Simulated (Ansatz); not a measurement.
`OB(Br)Br` + HBr → `BrB(Br)Br` + H₂O at 600 K and 1 bar (ligand exchange at a B–O bond).

Gas-phase electronic energies from Ansatz, PBE0-D4/def2-TZVP geometries. CCSD(T)/CBS adds triple-zeta CCSD(T) − MP2 to the extrapolated MP2 energy (def2 sets, frozen cores). This one scheme is used for every species. For Br outer-core shells are correlated without core-valence functions, which leaves a few kJ/mol of doubt a bond. Scalar relativity is left out up to krypton. Each species was taken in one conformer, which may not be the lowest.

```csv
species,CCSD(T)/CBS energy (Eh),H − E (kJ/mol),S (J/(mol·K))
`OB(Br)Br`,-5247.33602,92.7,373.7
HBr,-2573.91920,33.5,219.1
`BrB(Br)Br`,-7744.85335,53.7,375.2
H₂O,-76.37941,76.8,212.8
```

H − E and S are ideal-gas, rigid-rotor, harmonic terms from PBE0-D4/def2-TZVP, for one conformer and one mirror image of each species. 1 Eh = 2625.50 kJ/mol, R = 8.31446 J/(mol·K).

Q: By hand: ΔE, ΔH, ΔS and ΔG.

A: ΔE = (-7744.85335) + (-76.37941) − (-5247.33602) − (-2573.91920) = 0.02246 Eh = 59.0 kJ/mol. Δ(H − E) = 53.7 + 76.8 − 92.7 − 33.5 = 4.3, so ΔH = 63.3 kJ/mol. ΔS = 375.2 + 212.8 − 373.7 − 219.1 = -4.8 J/(mol·K). ΔG = 63.3 − 600 × (-4.8)/1000 = 66.2 kJ/mol.

Q: By hand: the equilibrium constant, and the temperature at which ΔG would vanish if ΔH and ΔS stayed fixed.

A: log₁₀ K = −ΔG/(RT ln 10) = -5.8. ΔH and −TΔS have one sign here, so there is no such temperature.

The number of gas molecules stays the same, so ΔS is small and ΔH decides. A doubt of 5 kJ/mol in ΔE shifts log₁₀ K by 0.4 here. Other conformers and mirror images would add mixing entropy, several J/(mol·K) or more a flexible species. These are equilibria of isolated gas molecules and say nothing of rates. Largest T1 diagnostic: 0.009 (customary marks: 0.02 for closed shells, 0.045 for open ones).

ΔS is within the doubt of such terms, so its sign, and with it that verdict, could turn.
